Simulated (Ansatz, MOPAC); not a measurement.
Molecule: CuOH, net charge 0, singlet state. SMILES: [OH][Cu]

Atoms: Cu1, O2, H3. Bonds: Cu1-O2, O2-H3.

Bond lengths (Å) and angles (degrees) optimised at PM6 with MOPAC; PM7 with MOPAC; HF/STO-3G with Ansatz (an electronic-structure program); HF/3-21G with Ansatz; PBE/6-31G* with LANL2DZ past Ar with Ansatz; MP2/6-31G* with LANL2DZ past Ar with Ansatz, each started from the B3LYP-D3(BJ)/def2-TZVP structure (Ansatz) of the last column. A row stands for all coordinates that are equal there. 6-31G* holds six Cartesian d functions. No wavenumbers were computed at HF/STO-3G, PBE/6-31G* with LANL2DZ past Ar, MP2/6-31G* with LANL2DZ past Ar, so these may be saddle points.

```
coordinate    PM6    PM7  HF/STO-3G  HF/3-21G  PBE/6-31G* with LANL2DZ past Ar  MP2/6-31G* with LANL2DZ past Ar  B3LYP-D3(BJ)/def2-TZVP
----------  -----  -----  ---------  --------  -------------------------------  -------------------------------  ----------------------
Cu1-O2      1.852  1.628      1.509     1.635                            1.783                            1.803                   1.795
O2-H3       0.949  0.941      0.961     0.959                            0.982                            0.973                   0.965
Cu1-O2-H3   113.0  115.9      179.4     124.0                            105.3                            109.5                   108.7
```

Mean signed difference of all 2 bond lengths from B3LYP-D3(BJ)/def2-TZVP: PM6 0.020 Å, PM7 -0.096 Å, HF/STO-3G -0.145 Å, HF/3-21G -0.083 Å, PBE/6-31G* with LANL2DZ past Ar 0.002 Å, MP2/6-31G* with LANL2DZ past Ar 0.008 Å.
